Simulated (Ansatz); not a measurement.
Basis sets compared for MgF₃⁻. The state is a singlet with charge -1. Geometry r2SCAN-D4/def2-TZVPD. Ansatz on 4 threads of Arm Neoverse V1 on a shared host; times are rough, and most runs start from earlier orbitals.

Cartesian coordinates in Å:
```
Mg 0.000 0.001 -0.001
F -0.708 0.800 1.471
F 1.794 -0.278 -0.109
F -1.085 -0.524 -1.362
```

The structure comes from a short search, and lower isomers may exist.

```json
{"level": "PBE-D4/def2-SVPD", "functions": "90", "energy (Eh)": "-499.2083", "HOMO (eV)": "-2.42", "LUMO (eV)": "3.24", "wall time": "0.5 s"}
{"level": "PBE0-D4/def2-SVPD", "functions": "90", "energy (Eh)": "-499.2192", "HOMO (eV)": "-4.37", "LUMO (eV)": "3.85", "wall time": "0.55 s"}
```

(1) Estimate the rows for PBE-D4/def2-TZVPD, PBE0-D4/def2-TZVPD (with forces).

Answers

(1) 
| level | functions | energy (Eh) | HOMO (eV) | LUMO (eV) | wall time |
| --- | --- | --- | --- | --- | --- |
| PBE-D4/def2-TZVPD | 155 | -499.6217 | -2.36 | 3.20 | 0.9 s |
| PBE0-D4/def2-TZVPD (with forces) | 155 | -499.6320 | -4.29 | 3.81 | 1.4 s |
